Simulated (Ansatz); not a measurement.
These are Ansatz (a quantum-chemistry and plane-wave program) with PBE-D3(BJ)/def2-TZVP values and carry that method's errors. No frequencies were computed at this level.

Ansatz 0.2 input:
```yaml
crystal:
  periodic: [false, false, false]
  atoms:
    - { symbol: S, position_ang: [1.519632, -0.978645, 0.128831] }
    - { symbol: Si, position_ang: [-0.395626, -0.036518, -0.088962] }
    - { symbol: Br, position_ang: [-1.046484, 0.870712, 1.830854] }
    - { symbol: Br, position_ang: [-1.911261, -1.524957, -0.686142] }
    - { symbol: Br, position_ang: [-0.323488, 1.534095, -1.657512] }
    - { symbol: H, position_ang: [2.157226, 0.135313, 0.472932] }
basis:
  gaussian: { orbitals: def2-tzvp }
hamiltonian:
  xc: pbe
  dispersion: d3bj
relax:
  max_steps: 150
```

Output:

```
Functional definition: PBE
1685 factors; their error is unknown
mean field evaluation 1: about -228832.5000 eV, gradient 2.3e1 eV
mean field evaluation 2: about -228831.9043 eV, gradient 2.6e1 eV
mean field evaluation 4: about -228833.6433 eV, gradient 2.9e0 eV
mean field evaluation 8: about -228833.5829 eV, gradient 1.2e-1 eV
mean field evaluation 16: about -228833.5829 eV, gradient 3.8e-5 eV
mean field -228833.58290080 eV, -8409.4790626311 hartree, gradient 3.8e-5 eV, S^2 0.000000; 0 other end points of the search recorded, 0 dependent functions left out
reference -228833.58293894 eV, -8409.4790640327 hartree; 68, 68 occupied and 156, 156 virtual orbitals, 1685 factors
relax step   1: F+E_penalty+E_count = -228833.88537185 eV  Δ(F+E_penalty+E_count) = +0.000e0 eV  max|allowed force component| = 7.844e-1 eV/Å  Δτ_max = 0.0000 Å  (26 SCF iters, accepted)
these checks for a lower state are left out or cut short: starts, cluster_reference, orbital_swaps, neighbouring_geometries, increment
1685 factors; their error is unknown
mean field -228833.58497651 eV, -8409.4791389119 hartree, gradient 6.5e-6 eV, S^2 0.000000; 0 other end points of the search recorded, 0 dependent functions left out
reference -228833.58501493 eV, -8409.4791403237 hartree; 68, 68 occupied and 156, 156 virtual orbitals, 1685 factors
relax step   2: F+E_penalty+E_count = -228833.88940783 eV  Δ(F+E_penalty+E_count) = -4.036e-3 eV  max|allowed force component| = 3.824e-1 eV/Å  Δτ_max = 0.1599 Å  (29 SCF iters, accepted)
these checks for a lower state are left out or cut short: starts, cluster_reference, orbital_swaps, neighbouring_geometries, increment
1685 factors; their error is unknown
mean field -228833.61876797 eV, -8409.4803807252 hartree, gradient 2.7e-5 eV, S^2 0.000000; 0 other end points of the search recorded, 0 dependent functions left out
reference -228833.61880623 eV, -8409.4803821312 hartree; 68, 68 occupied and 156, 156 virtual orbitals, 1685 factors
relax step   3: F+E_penalty+E_count = -228833.92178167 eV  Δ(F+E_penalty+E_count) = -3.237e-2 eV  max|allowed force component| = 1.921e-1 eV/Å  Δτ_max = 0.1186 Å  (28 SCF iters, accepted)
these checks for a lower state are left out or cut short: starts, cluster_reference, orbital_swaps, neighbouring_geometries, increment
1685 factors; their error is unknown
mean field evaluation 32: about -228833.6956 eV, gradient 6.9e-3 eV
mean field -228833.61859268 eV, -8409.4803742833 hartree, gradient 2.4e-5 eV, S^2 0.000000; 0 other end points of the search recorded, 0 dependent functions left out
reference -228833.61863096 eV, -8409.4803756902 hartree; 68, 68 occupied and 156, 156 virtual orbitals, 1685 factors
relax step   4: F+E_penalty+E_count = -228833.92161959 eV  Δ(F+E_penalty+E_count) = +1.621e-4 eV  max|allowed force component| = 2.908e-1 eV/Å  Δτ_max = 0.0170 Å  (28 SCF iters, rejected (line search))
these checks for a lower state are left out or cut short: starts, cluster_reference, orbital_swaps, neighbouring_geometries, increment
1685 factors; their error is unknown
mean field -228833.62019804 eV, -8409.4804332793 hartree, gradient 1.9e-5 eV, S^2 0.000000; 0 other end points of the search recorded, 0 dependent functions left out
reference -228833.62023629 eV, -8409.4804346850 hartree; 68, 68 occupied and 156, 156 virtual orbitals, 1685 factors
relax step   5: F+E_penalty+E_count = -228833.92340503 eV  Δ(F+E_penalty+E_count) = -1.623e-3 eV  max|allowed force component| = 3.916e-2 eV/Å  Δτ_max = 0.0084 Å  (30 SCF iters, accepted)
these checks for a lower state are left out or cut short: starts, cluster_reference, orbital_swaps, neighbouring_geometries, increment
1685 factors; their error is unknown
mean field -228833.62068073 eV, -8409.4804510179 hartree, gradient 2.0e-5 eV, S^2 0.000000; 0 other end points of the search recorded, 0 dependent functions left out
reference -228833.62071899 eV, -8409.4804524237 hartree; 68, 68 occupied and 156, 156 virtual orbitals, 1685 factors
relax step   6: F+E_penalty+E_count = -228833.92373804 eV  Δ(F+E_penalty+E_count) = -3.330e-4 eV  max|allowed force component| = 1.782e-2 eV/Å  Δτ_max = 0.0142 Å  (30 SCF iters, accepted)
these checks for a lower state are left out or cut short: starts, cluster_reference, orbital_swaps, neighbouring_geometries, increment
1685 factors; their error is unknown
mean field -228833.62068298 eV, -8409.4804511004 hartree, gradient 8.7e-6 eV, S^2 0.000000; 0 other end points of the search recorded, 0 dependent functions left out
reference -228833.62072123 eV, -8409.4804525061 hartree; 68, 68 occupied and 156, 156 virtual orbitals, 1685 factors
relax step   7: F+E_penalty+E_count = -228833.92375690 eV  Δ(F+E_penalty+E_count) = -1.885e-5 eV  max|allowed force component| = 1.339e-3 eV/Å  Δτ_max = 0.0013 Å  (23 SCF iters, accepted)
1685 factors; their error is unknown
mean field evaluation 64: about -228833.6964 eV, gradient 6.1e-1 eV
mean field -228833.62068298 eV, -8409.4804511004 hartree, gradient 8.9e-6 eV, S^2 0.000000; 1 other end points of the search recorded, 0 dependent functions left out
reference -228833.62072123 eV, -8409.4804525061 hartree; 68, 68 occupied and 156, 156 virtual orbitals, 1685 factors
Total energy: -228833.92379515 eV, -8409.4915902671 hartree
Atom 0 at     1.471810    -1.021129     0.110870 Å, force     0.001339    -0.001242     0.000043 eV/Å
Atom 1 at    -0.390660    -0.017510    -0.084306 Å, force    -0.000008     0.001118     0.000213 eV/Å
Atom 2 at    -1.040856     0.926200     1.821589 Å, force    -0.000250    -0.000296    -0.000305 eV/Å
Atom 3 at    -1.837749    -1.586011    -0.682526 Å, force     0.000302     0.000643     0.000182 eV/Å
Atom 4 at    -0.325893     1.582183    -1.627863 Å, force    -0.000326    -0.000367     0.000061 eV/Å
Atom 5 at     2.123347     0.116268     0.462237 Å, force    -0.001057     0.000143    -0.000195 eV/Å
Dipole moment:     0.191315     0.063916     0.051812 e Å
```

Cost: around 110 core-seconds (rough).
